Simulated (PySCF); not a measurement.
C3H7BO3, SMILES C=CCOB(O)O.

Geometry: B3LYP-D3(BJ)/def2-SVP. Other conformers were not sampled.

All values below come from TDA-CAM-B3LYP/def2-SVPD (PySCF 2.14.0).

Vertical excitations. Isolated molecule, no solvent.

**Question.** Estimate the UV-visible absorptions. (An estimate is asked for; the answer gives what the named calculation found.)

**Answer.** 
| state | energy (eV) | λ (nm) | f | main pairs |
|---|---|---|---|---|
| S1 | 7.39 | 168 | 0.036 | HOMO−1→LUMO 39 %, HOMO−1→LUMO+1 27 %, HOMO→LUMO 21 % |
| S2 | 7.46 | 166 | 0.068 | HOMO→LUMO 45 %, HOMO→LUMO+3 20 %, HOMO−1→LUMO+1 12 %, HOMO−1→LUMO 10 % |
| S3 | 7.70 | 161 | 0.301 | HOMO→LUMO+1 37 %, HOMO→LUMO+3 26 %, HOMO→LUMO 16 % |
| S4 | 7.89 | 157 | 0.022 | HOMO−1→LUMO 29 %, HOMO−1→LUMO+1 26 %, HOMO→LUMO+3 9 %, HOMO−2→LUMO 8 % |
| S5 | 8.04 | 154 | 0.097 | HOMO→LUMO+1 23 %, HOMO→LUMO+2 15 %, HOMO→LUMO+3 14 %, HOMO→LUMO+5 11 % |
| S6 | 8.19 | 151 | 0.009 | HOMO−2→LUMO 38 %, HOMO−3→LUMO 24 %, HOMO→LUMO+4 10 % |
| T1 | 4.34 | 286 | 0 | HOMO→LUMO+1 78 %, HOMO→LUMO 12 % |
| T2 | 7.05 | 176 | 0 | HOMO−1→LUMO+1 48 %, HOMO−1→LUMO 32 %, HOMO−4→LUMO+1 9 % |
Triplets are in the Tamm–Dancoff approximation.
